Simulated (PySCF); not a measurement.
PySCF 2.14 output of an unrestricted MN15 calculation on a single atom or ion in dyall-acv3z (19s12p6d4f, 113 functions), with the spin-free X2C one-electron Hamiltonian (Gaussian nucleus):

```
SCF conv_tol = 1e-09
number electrons alpha = 9  beta = 6
    H. S. Yu, X. He, S. L. Li, and D. G. Truhlar.,  Chem. Sci. 7, 5032-5051 (2016)
    H. S. Yu, X. He, S. L. Li, and D. G. Truhlar.,  Chem. Sci. 7, 5032-5051 (2016)
cycle= 1 E= -341.91230503199  delta_E= -0.139  |g|= 2.96  |ddm|= 0.353
cycle= 2 E= -341.916002968765  delta_E= -0.0037  |g|= 0.497  |ddm|= 0.111
cycle= 3 E= -341.916499442028  delta_E= -0.000496  |g|= 0.041  |ddm|= 0.0411
cycle= 4 E= -341.916574015856  delta_E= -7.46e-05  |g|= 0.00567  |ddm|= 0.0131
cycle= 5 E= -341.916578874209  delta_E= -4.86e-06  |g|= 0.000974  |ddm|= 0.00285
cycle= 6 E= -341.916579541056  delta_E= -6.67e-07  |g|= 0.000241  |ddm|= 0.00122
cycle= 7 E= -341.916579721286  delta_E= -1.8e-07  |g|= 2.31e-05  |ddm|= 0.000987
cycle= 8 E= -341.916579722052  delta_E= -7.66e-10  |g|= 3.03e-06  |ddm|= 6.24e-05
converged SCF energy = -341.916579722052  <S^2> = 3.7556816  2S+1 = 4.0028398
```

The run itself started from symmetry-adapted Hartree-Fock orbitals and held the occupation by maximum overlap, on a logarithmic radial grid, so the iterations belong to that start.

Which element, charge and spin multiplicity is this?

P (phosphorus, neutral), multiplicity 4; the state was [Ne] 3s1 3p4, high-spin 4P determinant (an excited configuration).
